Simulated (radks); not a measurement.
Task: These are the eigenvalues of the occupied orbitals of an atom or ion with whole-number occupations (Ry). Calculated with a radial shooting solver on a logarithmic mesh with Libxc functionals: scalar-relativistic Kohn-Sham, PBE, spin-polarised, spherical densities, point nucleus.

orbital  eigenvalue
1s down   -5431.398
1s up     -5431.397
2s up     -946.9475
2s down   -946.9308
2p up     -824.6071
2p down   -824.5938
3s up     -221.3228
3s down   -221.3175
3p up     -185.4084
3p down   -185.4023
3d up     -145.3239
3d down   -145.3124
4s up     -47.69569
4s down   -47.68024
4p up     -35.91782
4p down   -35.90360
4d up     -21.30558
4d down   -21.28896
5s up      -8.03764
5s down    -7.90265
4f up      -5.07711
5p up      -5.06646
4f down    -5.04750
5p down    -4.89116
5d up      -1.76603
5d down    -1.55964

Which element is it, and in what charge state? The configuration may be excited. Open shells, if any, are filled with parallel spins first.

Result: Z = 76, osmium, charge +2: Os2+ in [Xe] 4f14 5d6. The list shows which subshells hold electrons but not how many an open one holds; the 1s level, -2715.7 hartree, gives Z - s = 73.7 by -(Z - s)^2/2, which with screening and relativity narrows Z to a few neighbours, and the depths of the outer levels then fix element, charge and occupations together.
